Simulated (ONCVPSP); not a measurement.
## What one change does to a pseudopotential (Ta, ONCV)

ONCVPSP 4.0.1 input, shortened (lines: element, Z, core and valence counts, functional; n l f; lmax; l rc ep ncon nbas qcut; lloc lpopt rc5 dvloc0; l nproj debl; icmod fcfact rcfact), PBE, scalar-relativistic:

```
  Ta 73.00   10    3        4      upf
    1    0    2.00
    2    0    2.00
    2    1    6.00
    3    0    2.00
    3    1    6.00
    3    2   10.00
    4    0    2.00
    4    1    6.00
    4    2   10.00
    4    3   14.00
    5    0    2.00
    5    1    6.00
    5    2    2.00
    2
    0    1.65    0.00    3    6    8.90
    1    1.40    0.00    4    7    5.70
    2    1.40    0.00    4    8    7.40
    2    5    1.40    0.00
    0    2    1.20
    1    2    0.50
    2    0    2.70
    3    6.00    1.75
```

In the s channel the program set the typed energies aside and used -3.713, 0.050 Ha. In the p channel the program set the typed energies aside and used -2.468, 0.250 Ha.

Change: p: qcut 8.5.

Cutoffs: the cutoffs (Ha) at which the residual kinetic energy of the hardest occupied pseudo-wave falls to 1 and 0.1 mHa per electron; they do not see the model core or the augmentation charge, which bear on the density cutoff. Errors are all-electron minus pseudo energies relative to the spin-unpolarised reference configuration.

Q: How do hardness, ghosts and transferability respond?

A: The potential gets softer (61 Ha and 76 Ha → 29 Ha and 34 Ha); the errors of the 3 common tests hardly move; neither file shows a bound ghost.

```tsv
quantity	base	changed
cutoff, loose	61 Ha	29 Ha
cutoff, tight	76 Ha	34 Ha
loose cutoff by channel	s 24 Ha, p 61 Ha, d 13 Ha	s 24 Ha, p 29 Ha, d 13 Ha
bound ghosts	none	none
GHOST(+) flags under 300 eV	none	none
tests with a reliable result	3 of 4	3 of 4
error for 5s2 5p6 5d3 6s2, meV [ΔE -47.04 eV]	-239	-232
error for 5s2 5p6 5d3 6s1, meV [ΔE -38.58 eV]	-170	-165
error for 5s2 5p6 5d3, meV [ΔE -23.60 eV]	-83	-82
s: phases at 1.67 bohr within 0.05 rad from the reference energy up to (Ha; the scan ends near 5)	to the end of the scan	to the end of the scan
p: phases at 1.42 bohr within 0.05 rad from the reference energy up to (Ha; the scan ends near 5)	to the end of the scan	to the end of the scan
d: phases at 1.42 bohr within 0.05 rad from the reference energy up to (Ha; the scan ends near 5)	4.9	4.9
rms error of d²Exc/dni dnj with the model core, mHa	7.14	7.13
```
